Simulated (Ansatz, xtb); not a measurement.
**Ranking isomers of C2H5ClGeSi**

4 gas-phase structures of C2H5ClGeSi, from a drawn sample of its isomers (lower ones may exist). Each was relaxed with GFN2-xTB; where two conformers were screened, the lower at r2SCAN-D4/def2-SVP is listed:

A. `C#[C][GeH2][SiH2]Cl`, a singlet
B. `C#C[Si@@H](Cl)[GeH3]`, a singlet
C. `C#C[SiH2][GeH2][Cl]`, a singlet
D. `C#[C][Ge@@H]([SiH3])[Cl]`, a singlet

Estimate their order in r2SCAN-D4/def2-SVP energy at these geometries, lowest first.

Calculated order at r2SCAN-D4/def2-SVP: B (0.0), C (4.1), A (5.7), D (8.1) kcal/mol.

Energies above the lowest of each column, in kcal/mol; the last columns are at PBE0-D3(BJ)/def2-SVP geometries:

```tsv
structure	GFN2-xTB	HF/STO-3G	r2SCAN-D4/def2-SVP	PBE0-D3(BJ)/def2-SVP	CCSD(T)/def2-SVP + ΔMP2/def2-TZVPP
B	8.1	0.0	0.0	0.0	0.0
C	1.1	1.2	4.1	4.6	5.0
A	6.1	0.9	5.7	5.6	4.3
D	0.0	0.8	8.1	8.7	8.0
```

CCSD(T)/def2-SVP + ΔMP2/def2-TZVPP puts B lowest; GFN2-xTB picks D. CCSD(T)/def2-SVP + ΔMP2/def2-TZVPP orders those it was run on as B (0.0), A (4.3), C (5.0), D (8.0) kcal/mol. Less than 1 kcal/mol parts A and C, so the order within that pair means little. Flexible structures stand in one conformer each, not always the lowest. ΔMP2 is the change of the MP2 energy from the smaller to the larger basis.

Over these structures GFN2-xTB departs from r2SCAN-D4/def2-SVP by 4.9 kcal/mol on average once a common shift is removed. A GFN2-xTB relaxation took about 0.26 s and the r2SCAN-D4/def2-SVP energy about 3.9 s on a shared host (Ansatz 0.2.0, xtb 6.7.1).
